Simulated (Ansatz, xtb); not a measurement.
## Relative energy of two structures of CH3OSn−

We compare X, a singlet given by its coordinates, with Y, a singlet given by its coordinates. Both are isolated ions in the gas phase, relaxed with B3LYP-D3(BJ)/def2-SVPD.

X (Å):

```tsv
atom	x (Å)	y (Å)	z (Å)
C	-1.6133	2.8216	-0.1276
O	-1.1522	2.6321	-1.2436
Sn	-0.9822	1.9311	1.8763
H	-2.3984	3.6513	-0.0445
H	-2.7168	1.8509	2.3755
H	-0.9610	0.2365	1.2778
```

Close contacts (Å): C1–O2 1.22, C1–Sn3 2.28, C1–H4 1.15, Sn3–H5 1.81, Sn3–H6 1.80.

Y (Å):

```xyz
6

C    -1.3418    3.2549    0.6778
O    -2.0674    0.1505    0.7092
Sn   -0.3732    1.4455    0.6128
H    -0.7836    4.2021    0.6483
H    -2.4326    3.3934    0.7429
H    -2.8545    0.7077    0.7577
```

Close contacts (Å): C1–Sn3 2.05, O2–Sn3 2.13, C1–H4 1.10, C1–H5 1.10, O2–H6 0.97.

**Question.** Estimate which is lower in electronic energy at CCSD(T)/def2-SVPD + ΔMP2/def2-TZVPPD, and by roughly how much.

**Answer.** The CCSD(T)/def2-SVPD + ΔMP2/def2-TZVPPD calculation puts structure Y lower, by 0.782 eV.

The same difference at several levels:

| level | geometry | E(Y) − E(X) (eV) | departure from the last row (eV) | job, with rough time for the two |
| --- | --- | --- | --- | --- |
| GFN2-xTB | GFN2-xTB | +0.867 | +1.649 | optimisation, 0.83 s |
| HF/STO-3G | GFN2-xTB | +1.467 | +2.248 | single point, 2.2 s |
| r2SCAN-D4/def2-SVPD | GFN2-xTB | −0.524 | +0.257 | single point, 7.5 s |
| B3LYP-D3(BJ)/def2-SVPD | B3LYP-D3(BJ)/def2-SVPD | −0.458 | +0.324 | optimisation, 4.4 min |
| HF/def2-SVPD | B3LYP-D3(BJ)/def2-SVPD | −0.173 | +0.609 | part of the CCSD(T) run |
| MP2/def2-SVPD | B3LYP-D3(BJ)/def2-SVPD | −0.947 | −0.165 | part of the CCSD(T) run |
| CCSD(T)/def2-SVPD | B3LYP-D3(BJ)/def2-SVPD | −0.695 | +0.087 | single point |
| CCSD(T)/def2-SVPD + ΔMP2/def2-TZVPPD | B3LYP-D3(BJ)/def2-SVPD | −0.782 |  | single point, 88 s |

GFN2-xTB, HF/STO-3G put the two in the other order. The largest departure from CCSD(T)/def2-SVPD + ΔMP2/def2-TZVPPD is that of HF/STO-3G, 2.248 eV. The last row adds to CCSD(T) the change of the MP2 difference between the two basis sets, here −0.087 eV.

With harmonic frequencies from B3LYP-D3(BJ)/def2-SVPD (ideal gas, rigid rotor, one conformer each, 298.15 K, 1 atm): the zero-point term adds +0.195 eV; ΔH is −0.587 and ΔG −0.582 eV.

The correlated steps freeze 6 core orbitals; the filled d shell of Sn is correlated, in a basis made for valence electrons. Atoms past krypton carry core potentials in the def2 sets, other sets are all-electron and non-relativistic, and no spin–orbit term is included. Mirror images aren't counted in ΔG. Programs: Ansatz 0.2.0, xtb 6.7.1; the last row on 1 thread of Intel(R) Xeon(R) Processor @ 2.50GHz (Skylake/Cascade Lake) on a shared host.
